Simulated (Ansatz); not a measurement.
Basis-set extrapolation for CH7NOSi2 (`[SiH3]N[SiH]1CO1`) (PBE0-D4/def2-TZVP geometry, frozen core, Ansatz 0.2.0). Multiplicity 1, RHF reference.

|  | def2-TZVPP | def2-QZVPP |
| --- | --- | --- |
| HF | -749.254477 | -749.281718 |
| MP2 correlation | -0.856409 | -0.919485 |
| CCSD(T) correlation | -0.936480 | not run |

Energies in hartree. Use E(X) = E(∞) + A·exp(−7.88·√X) for Hartree–Fock and E(X) = E(∞) + B·X^(−2.97) for correlation, with X = 3 and 4, and add CCSD(T) minus MP2 of the smaller set to the MP2 limit.

Question: What is the CCSD(T) energy at the basis-set limit?

Answer: HF limit: -749.281718 + (-0.027241) × 0.13774 = -749.28547. MP2 limit: -0.919485 + (-0.063076) × 0.74074 = -0.96621. Higher-order term: -0.936480 − (-0.856409) = -0.08007. Total: -750.33175 hartree, 369.7 kJ/mol below CCSD(T)/def2-TZVPP.
